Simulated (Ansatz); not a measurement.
`B[SiH2]Br` + `C#CO` → `C#CO[SiH2]Br` + BH₃ at 700 K and 1 bar (cleavage of the Si–B bond).

Program: Ansatz. Geometries: PBE0-D4/def2-TZVP. ΔE: electronic, gas phase. CCSD(T)/CBS adds triple-zeta CCSD(T) − MP2 to the extrapolated MP2 energy (def2 sets, frozen cores). This one scheme is used for every species. For Br outer-core shells are correlated without core-valence functions, which leaves a few kJ/mol of doubt a bond. Scalar relativity is left out up to krypton. One conformer a species, not always the lowest.

```
       species  CCSD(T)/CBS energy (Eh)  H − E (kJ/mol)  S (J/(mol·K))
   `B[SiH2]Br`              -2889.59767           156.5          403.7
        `C#CO`               -152.38380           123.4          303.4
`C#CO[SiH2]Br`              -3015.47100           178.9          456.5
           BH₃                -26.55200            96.5          225.0
```

H − E and S are ideal-gas, rigid-rotor, harmonic terms from PBE0-D4/def2-TZVP, for one conformer and one mirror image of each species. 1 Eh = 2625.50 kJ/mol, R = 8.31446 J/(mol·K).

Q: By hand: ΔE, ΔH, ΔS and ΔG.

A: ΔE = (-3015.47100) + (-26.55200) − (-2889.59767) − (-152.38380) = -0.04153 Eh = -109.0 kJ/mol. Δ(H − E) = 178.9 + 96.5 − 156.5 − 123.4 = -4.5, so ΔH = -113.5 kJ/mol. ΔS = 456.5 + 225.0 − 403.7 − 303.4 = -25.6 J/(mol·K). ΔG = -113.5 − 700 × (-25.6)/1000 = -95.6 kJ/mol.

Q: By hand: the equilibrium constant, and the temperature at which ΔG would vanish if ΔH and ΔS stayed fixed.

A: log₁₀ K = −ΔG/(RT ln 10) = 7.1. ΔG = 0 at ΔH/ΔS = 4434 K, far beyond where these terms or the molecules hold.

ΔH outweighs TΔS. A doubt of 5 kJ/mol in ΔE shifts log₁₀ K by 0.4 here. Other conformers and mirror images would add mixing entropy, several J/(mol·K) or more a flexible species. Modes under 60 cm⁻¹, often nearly free rotors, make the harmonic entropy too high. These are equilibria of isolated gas molecules and say nothing of rates. Largest T1 diagnostic: 0.013 (customary marks: 0.02 for closed shells, 0.045 for open ones).
